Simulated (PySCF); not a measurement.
Species: C6H10FNSi.
Cartesian coordinates in Å at the GFN2-xTB level; atoms count from 1:
```xyz
19
C6H10FNSi angstrom
C      2.1508   -0.7069    0.9784
Si     1.4652    0.2196   -0.5257
C     -0.3478    0.7569   -0.1399
C     -0.9854    1.4667   -1.3317
C     -1.1396   -0.4440    0.2650
C     -1.5937   -1.3048   -0.7598
N     -1.9486   -1.9892   -1.6082
C     -1.4154   -0.7850    1.5261
F     -1.0168   -0.0305    2.5622
H      1.6268   -1.6457    1.1396
H      3.2022   -0.9399    0.8431
H      2.0580   -0.1202    1.8884
H      2.2164    1.4510   -0.7922
H      1.4449   -0.6437   -1.7103
H     -0.3320    1.4448    0.7109
H     -0.4054    2.3473   -1.5968
H     -1.0262    0.8110   -2.1988
H     -2.0014    1.7841   -1.0973
H     -1.9619   -1.6623    1.8396
```

Computed at PBE0/pcSseg-1 (PySCF, non-relativistic), with Q(14N) = 0.02044 b: N7, 14N (I = 1): χzz = -4.641 MHz, η = 0.159.

Question: Find the zero-field quadrupole resonance frequencies of 14N at N7.

Answer: From ν± = (3/4)|χ|(1 ± η/3) and ν0 = |χ|η/2: ν+ 3.665 MHz, ν− 3.297 MHz, ν0 0.368 MHz (nitrile nitrogen).

In a crystal, neighbours and librations shift these lines. Isolated species at its GFN2-xTB geometry (one conformer only). GFN2-xTB bond lengths can be off by several hundredths of an ångström, more for odd bonds, and the gradients follow them. With a basis this small, the couplings can be 20 % off.
